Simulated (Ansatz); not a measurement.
`[SiH3][O][Cd][Br]` + H–F → `[F][Cd][Br]` + `O[SiH3]` at 298.15 K and 1 bar (ligand exchange at a Cd–O bond).

Gas-phase electronic energies from Ansatz, PBE0-D4/def2-TZVP geometries. CCSD(T)/CBS adds triple-zeta CCSD(T) − MP2 to the extrapolated MP2 energy (def2 sets, frozen cores). This one scheme is used for every species. def2 core potentials past Kr. For Br, Cd outer-core shells are correlated without core-valence functions, which leaves a few kJ/mol of doubt a bond. Scalar relativity is left out up to krypton. One conformer a species, not always the lowest.

```csv
species,CCSD(T)/CBS energy (Eh),H − E (kJ/mol),S (J/(mol·K))
`[SiH3][O][Cd][Br]`,-3107.18482,98.6,378.9
H–F,-100.39570,33.5,173.6
`[F][Cd][Br]`,-2840.89161,20.5,292.3
`O[SiH3]`,-366.69042,113.6,257.8
```

H − E and S are ideal-gas, rigid-rotor, harmonic terms from PBE0-D4/def2-TZVP, for one conformer and one mirror image of each species. 1 Eh = 2625.50 kJ/mol, R = 8.31446 J/(mol·K).

Q: By hand: ΔE, ΔH, ΔS and ΔG.

A: ΔE = (-2840.89161) + (-366.69042) − (-3107.18482) − (-100.39570) = -0.00151 Eh = -4.0 kJ/mol. Δ(H − E) = 20.5 + 113.6 − 98.6 − 33.5 = 2.0, so ΔH = -2.0 kJ/mol. ΔS = 292.3 + 257.8 − 378.9 − 173.6 = -2.4 J/(mol·K). ΔG = -2.0 − 298.15 × (-2.4)/1000 = -1.3 kJ/mol.

Q: By hand: the equilibrium constant, and the temperature at which ΔG would vanish if ΔH and ΔS stayed fixed.

A: log₁₀ K = −ΔG/(RT ln 10) = 0.2. ΔG = 0 at ΔH/ΔS = 833 K, though so small a ΔH makes that figure unsure.

TΔS isn't small against ΔH here. The sign of ΔG lies within the doubt. A doubt of 5 kJ/mol in ΔE shifts log₁₀ K by 0.9 here. Other conformers and mirror images would add mixing entropy, several J/(mol·K) or more a flexible species. Modes under 60 cm⁻¹, often nearly free rotors, make the harmonic entropy too high. These are equilibria of isolated gas molecules and say nothing of rates. Largest T1 diagnostic: 0.014 (customary marks: 0.02 for closed shells, 0.045 for open ones).
